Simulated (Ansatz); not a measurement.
`C[O][Sb]([F])[SiH3]` and `[F][SbH][SiH3]` differ in one atom or group.

Ansatz, PBE0-D4/def2-TZVP geometries, multiplicity 1. Each molecule was computed in one conformer, which needn't be the lowest.

Elements past krypton have def2 core potentials.  Spin–orbit coupling is left out; it splits and shifts lone-pair levels of the heavy atoms by tenths of an eV.

| property | `C[O][Sb]([F])[SiH3]` |
| --- | --- |
| HOMO–LUMO gap (PBE0/def2-TZVPP) / eV | 5.69 |
| size of the dipole moment (B3LYP/def2-TZVPP) / D | 2.41 |
| size of the dipole moment (ωB97M-V/def2-TZVPP) / D | 2.38 |
| LUMO energy (PBE/def2-TZVPP) / eV | -2.14 |
| HOMO energy (ωB97M-V/def2-TZVPP) / eV | -9.05 |
| HOMO energy (PBE/def2-TZVPP) / eV | -5.97 |

Question: Give the same properties after the change, and the shifts. (Best estimate.)

Answer: Ansatz gave: 
| property | `[F][SbH][SiH3]` | shift |
| --- | --- | --- |
| HOMO–LUMO gap (PBE0/def2-TZVPP) / eV | 5.58 | -0.11 |
| size of the dipole moment (B3LYP/def2-TZVPP) / D | 2.43 | 0.02 |
| size of the dipole moment (ωB97M-V/def2-TZVPP) / D | 2.44 | 0.06 |
| LUMO energy (PBE/def2-TZVPP) / eV | -2.57 | -0.43 |
| HOMO energy (ωB97M-V/def2-TZVPP) / eV | -9.33 | -0.28 |
| HOMO energy (PBE/def2-TZVPP) / eV | -6.31 | -0.34 |

With PBE0 the HOMO falls by 0.29 eV and the LUMO falls by 0.40 eV, so the gap narrows by about 0.11 eV. PBE moves the HOMO by -0.34 eV and ωB97M-V by -0.28 eV. The zero-point energy changes by -91.1 kJ/mol with -12 modes. Dipoles are sizes alone; their direction can turn.

Positive LUMOs are unbound, so they and the gaps depend on the basis.

B3LYP here is the variant with VWN-RPA as its local correlation; programs differ in this.
